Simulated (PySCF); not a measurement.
A structure optimised at PBE-D3(BJ)/def2-SVP, used in a PySCF frequency run:

```xyz
10

N     -1.9552    -0.5976     0.5579
Si    -0.8124     0.6557     0.1592
C      0.9174    -0.1936     0.1513
F      0.8918    -1.2047    -0.7949
F      1.8922     0.7078    -0.2071
H     -2.8884    -0.3308     0.8812
H     -2.0202    -1.3994    -0.0759
H     -0.9338     1.3243    -1.1891
H     -0.8748     1.6998     1.2368
H      1.2165    -0.6569     1.1224
```
Charge 0, spin multiplicity 1.

Q: Write its SMILES and formula.

A: N[SiH2]C(F)F, CH5F2NSi

Q: What are its rotational constants (standard atomic weights)?

A: 6.6690, 2.5291, 1.9833 GHz
